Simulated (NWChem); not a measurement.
CH3AlFI; SMILES [CH3][Al]([F])[I]

def2 effective core potentials on I; no spin-orbit coupling.

Q: Give the equilibrium geometry at PBE0/def2-SVP with def2 effective core potentials on I (NWChem) as a Z-matrix, with the point group.

A: point group Cs; any orientation.
```
Al
F 1 1.6649
C 1 1.9329 2 120.02
H 3 1.0998 1 112.46 2 179.88
H 3 1.1024 4 108.46 1 122.06
H 3 1.1025 4 108.45 5 115.89
I 1 2.4646 2 115.72 3 -179.99
```
